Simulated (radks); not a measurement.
Task: The mean radii <r> (bohr) of the occupied orbitals of an atom or ion are listed with their occupations. Calculated with a radial shooting solver on a logarithmic mesh with Libxc functionals: Dirac Kohn-Sham, PBEsol, spin-unpolarised, spherical densities, point nucleus.

orbital  occ.      <r>
1s1/2       2  0.02191
2s1/2       2  0.09277
2p1/2       2  0.07747
2p3/2       4  0.08431
3s1/2       2   0.2441
3p1/2       2   0.2337
3p3/2       4   0.2468
3d3/2       4   0.2188
3d5/2       6   0.2229
4s1/2       2   0.5529
4p1/2       2   0.5648
4p3/2       4   0.5944
4d3/2       4   0.6301
4d5/2       6   0.6406
5s1/2       2    1.332
5p1/2       2    1.488
5p3/2       4    1.580
4f5/2       3   0.8547
4f7/2       4   0.8668
5d3/2     0.4    2.327
5d5/2     0.6    2.375

Name the element and its charge. Open shells, if any, are shared by 2j + 1.

Result: Z = 64, gadolinium, charge +2: Gd2+ in [Xe] 4f7 5d1. The 1s radius gives Z: for a bare nucleus <r> = (2 gamma + 1)/(2Z) with gamma = sqrt(1 - (Z/c)^2), 0.02163 bohr for Z = 64, and screening makes it slightly larger (0.02191 here). The occupations add up to 62, and the charge is Z minus that.
